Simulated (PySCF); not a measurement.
Computed with PBE-D3(BJ)/def2-TZVP // B3LYP-D3(BJ)/def2-TZVP (PySCF). Isolated molecules, 0 K electronic values unless said otherwise. Excitations are Tamm–Dancoff values on a coarser integration grid. The basis has no diffuse functions, so Rydberg states are missing or too high.

Reference species (SMILES): `[NH2][Al]([NH2])[I]` (neutral, multiplicity 1).

| Item | Result |
|---|---|
| S1 excitation (TDA) | 4.81 eV |
| S1–T1 gap (TDA) | 0.25 eV |

Changed species: `[NH2][Al]([I])[I]` (2 of 3 NH2 replaced by I; the reference has 1 of 3 NH2 replaced by I).

Task: Give the shifts of the S1 excitation (TDA) and S1–T1 gap (TDA).

Result: the S1 excitation (TDA) falls by 0.23 eV, to 4.58 eV; the S1–T1 gap (TDA) decreases by 0.03 eV, to 0.22 eV.
